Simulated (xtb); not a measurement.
Here is a job for xtb.
```
$ xtb mol.xyz --gfn 2 --uhf 1 --opt vtight --json

# file mol.xyz
7

C      1.07509792    -0.11542973    -0.05422234
Si    -0.73536759     0.04387396    -0.00941958
H      1.73827004     0.69604123    -0.00855603
H      1.55416250    -1.08990806     0.03414325
H     -1.29124169    -0.38965744     1.23495932
H     -1.04193097     1.51942181    -0.22423742
H     -1.35757778    -0.75862152    -1.09452502
```

Problem. Predict the dipole moment from GFN2-xTB (xtb).

Solution. 0.50 D

Problem. Estimate the total energy at the end of the optimisation that GFN2-xTB returns for this input.

Solution. -6.3231 Eh
